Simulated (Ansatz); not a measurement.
The cluster Cu2H2⁺: single points at one geometry.

```yaml
crystal:
  periodic: [false, false, false]
  atoms:
    - {symbol: Cu, position_ang: [-0.864366, -0.252829, 0.712096]}
    - {symbol: Cu, position_ang: [0.864190, 0.252958, -0.711501]}
    - {symbol: H, position_ang: [0.089315, 1.085676, 0.492277]}
    - {symbol: H, position_ang: [-0.089139, -1.085805, -0.492862]}
basis:
  gaussian: {orbitals: STO-3G}
total_charge: 1
magnetization: {spin_polarized: true, initial_magnetization: 1}
hamiltonian: {xc: hf}
scf: {omitted_lower_state_checks: [starts]}
output: {orbitals: {seedname: orbitals}}
```

The file start.molden holds the orbitals of an earlier run on this structure, at another level or in another basis.

```sh
$ ansatz run in.yaml --threads 2 --pin off --events-out ev --progress --plain --max-ram 4352MiB
```

It prints (some lines left out):

```
Functional definition: HF
333 factors; integrals over basis functions are off by at most 1.6e-3 eV
mean field evaluation 1: about -88154.5431 eV, gradient 7.4e1 eV
mean field evaluation 2: about -88155.6950 eV, gradient 7.3e1 eV
mean field evaluation 4: about -88071.7078 eV, gradient 1.6e2 eV
mean field evaluation 8: about -88204.1992 eV, gradient 1.3e1 eV
mean field evaluation 16: about -88212.4172 eV, gradient 1.4e0 eV
mean field evaluation 32: about -88212.7989 eV, gradient 7.1e-2 eV
mean field -88212.82442558 eV, -3241.7615048401 hartree, gradient 6.8e-6 eV, S^2 3.662675; 0 other end points of the search recorded, 0 dependent functions left out
reference -88212.82442558 eV, -3241.7615048401 hartree; 30, 29 occupied and 8, 9 virtual orbitals, 333 factors
Total energy: -88212.82442558 eV, -3241.7615048401 hartree
Checks for a lower state left out: starts
```

Hardware: 2 threads of Arm Neoverse V2 on a shared host. Wall time 1.2 s.

As the first input, with `gaussian: {orbitals: def2-TZVP, initial_orbitals: start.molden}`, `hamiltonian: {xc: {name: r2SCAN0}, dispersion: d4}` (abridged; 5.5 s):

```
Functional definition: r2SCAN0
mean field -89302.46107203 eV, -3281.8049130150 hartree, gradient 2.7e-5 eV, S^2 0.758677
Total energy: -89302.47435955 eV, -3281.8054013224 hartree
Checks for a lower state left out: starts
```

Geometry: r2SCAN-D4/def2-TZVP.

At HF/STO-3G the charge 1 doublet is spin-contaminated (final ⟨S²⟩ up to 3.66, 0.75 for a pure state). The structure comes from a short search, and lower isomers may exist.
